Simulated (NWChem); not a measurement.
Species: SiIF₃; SMILES F[Si](F)(F)I

Results from NWChem. Coordinates come from a PBE0/def2-SVP optimisation. def2 effective core potentials on I; no spin-orbit coupling. Vertical excitations in the gas phase; the lowest state need not have the same character in each row.

Question: Order these by “lowest excitation, singlet (eV)”, lowest first: B3LYP/def2-SVP, TDA; BHandHLYP/def2-SVP, TDA; PBE/def2-SVP, TDA.

Answer: PBE/def2-SVP, TDA (5.95), B3LYP/def2-SVP, TDA (6.17), BHandHLYP/def2-SVP, TDA (6.58)
